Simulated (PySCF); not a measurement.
This PySCF input asks for the NMR shieldings of `C1CCN(N[SiH](C)C)C1`, C6H16N2Si; the geometry comes from GFN2-xTB.

```python
import basis_set_exchange as bse
import numpy as np
from pyscf import gto, dft
from pyscf.prop import nmr

atoms = """
C     3.026707   -1.233468    0.665610
Si    1.884729    0.278726    0.541725
C     2.427525    1.497287   -0.804313
N     0.353070   -0.347492    0.048878
N    -0.682134    0.551459   -0.282348
C    -1.587919    0.823736    0.825481
C    -2.624244   -0.320004    0.847342
C    -2.620941   -0.853498   -0.595534
C    -1.551631    0.000153   -1.312729
H     4.049623   -0.924206    0.850627
H     2.734816   -1.891961    1.477508
H     3.020243   -1.815784   -0.250162
H     1.884387    0.972393    1.850673
H     3.302248    2.062362   -0.498136
H     1.632028    2.202613   -1.018932
H     2.671600    0.984047   -1.729579
H     0.021317   -1.228877    0.433315
H    -1.025214    0.917002    1.753139
H    -2.080120    1.776351    0.614132
H    -2.321839   -1.094883    1.552822
H    -3.604278    0.043730    1.149480
H    -3.592737   -0.744201   -1.072660
H    -2.350103   -1.908918   -0.622660
H    -0.958465   -0.565159   -2.029374
H    -2.019602    0.842737   -1.827785
"""
names = dict.fromkeys(["C", "Si", "N", "H"], "pcSseg-1")
basis = {el: gto.basis.parse(bse.get_basis(n, elements=[el], fmt="nwchem")) for el, n in names.items()}
mol = gto.M(atom=atoms, basis=basis, charge=0, verbose=0)
mf = dft.RKS(mol, xc="PBE0")
mf.grids.level = 2
mf.grids.alignment = dft.numint.BLKSIZE   # the property module wants whole blocks of grid points
mf.conv_tol = 1e-9
mf.kernel()

calc = nmr.RKS(mf)   # GIAO
C = mf.mo_coeff
Co = C[:, mf.mo_occ > 0]
resp = mf.gen_response(singlet=True, hermi=2)
def vind(x):   # induced exchange potential for any number of trial vectors
    d = np.einsum("pi,xij,qj->xpq", C, 2 * x.reshape(-1, C.shape[1], Co.shape[1]), Co, optimize=True)
    return np.einsum("xpq,pi,qj->xij", resp(d - d.transpose(0, 2, 1)), C, Co, optimize=True).ravel()
mo1, _ = nmr.rhf.solve_mo1(calc, with_cphf=vind)
sigma = calc.kernel(mo1)
for i, s in enumerate(sigma):   # ppm
    w = np.linalg.eigvalsh((s + s.T) / 2)
    print("%2d %-2s iso %8.1f  s11 %8.1f  s22 %8.1f  s33 %8.1f" % (i, mol.atom_pure_symbol(i), w.mean(), *w))
```

Q: Give the expected output.

A: 
```
 0 C  iso    190.5  s11    183.8  s22    191.8  s33    195.9
 1 Si iso    367.5  s11    321.3  s22    374.8  s33    406.2
 2 C  iso    189.8  s11    179.4  s22    193.7  s33    196.2
 3 N  iso    164.1  s11     92.1  s22    152.6  s33    247.5
 4 N  iso    163.9  s11    124.7  s22    177.5  s33    189.5
 5 C  iso    125.8  s11     91.6  s22    114.4  s33    171.5
 6 C  iso    164.1  s11    129.8  s22    175.2  s33    187.2
 7 C  iso    163.6  s11    129.9  s22    175.8  s33    185.2
 8 C  iso    124.5  s11     86.0  s22    114.0  s33    173.5
 9 H  iso     31.8  s11     27.1  s22     28.8  s33     39.5
10 H  iso     31.7  s11     26.9  s22     29.6  s33     38.7
11 H  iso     31.8  s11     27.4  s22     29.8  s33     38.1
12 H  iso     26.6  s11     23.0  s22     25.3  s33     31.5
13 H  iso     32.0  s11     27.8  s22     28.3  s33     39.9
14 H  iso     30.6  s11     25.2  s22     30.4  s33     36.3
15 H  iso     31.7  s11     27.9  s22     29.0  s33     38.2
16 H  iso     29.4  s11     20.9  s22     30.8  s33     36.6
17 H  iso     28.7  s11     23.7  s22     28.9  s33     33.4
18 H  iso     28.8  s11     22.7  s22     27.6  s33     36.2
19 H  iso     29.8  s11     25.6  s22     27.3  s33     36.4
20 H  iso     30.1  s11     24.8  s22     27.6  s33     38.0
21 H  iso     30.2  s11     24.8  s22     27.6  s33     38.1
22 H  iso     29.8  s11     25.8  s22     27.1  s33     36.5
23 H  iso     28.6  s11     23.8  s22     28.5  s33     33.6
24 H  iso     28.7  s11     22.4  s22     27.7  s33     36.0
```

These numbers come from an equivalent density-fitted implementation of the same equations, which agrees with the script to about 0.01 ppm for H and up to a few tenths of a ppm for heavy atoms, so last digits may differ.

Q: Turn these shieldings into chemical shifts. δ = σ(ref) − σ, references computed at the same level: 13C (186.93 ppm), 29Si (349.16 ppm), 1H (31.72 ppm) vs TMS; 15N (267.73 ppm) vs NH3.

A: Averaging equivalent atoms: C 5/8: 61.8; C 6/7: 23.1; C 0/2: -3.2; Si 1: -18.3; N 4: 103.8; N 3: 103.6; H 12: 5.12; H 17/18/23/24: 3.00; H 16: 2.29; H 19/20/21/22: 1.76; H 9/10/11/13/14/15: 0.11 ppm. Experimental scales use liquid or dissolved standards, which lie at an offset from isolated NH3 (liquid NH3: subtract about 20 ppm).

Size and cost of the density-fitted run: 240 basis functions, 90 s wall time on 1 thread of an Arm Neoverse V1, shared host; peak memory 1.1 GiB.
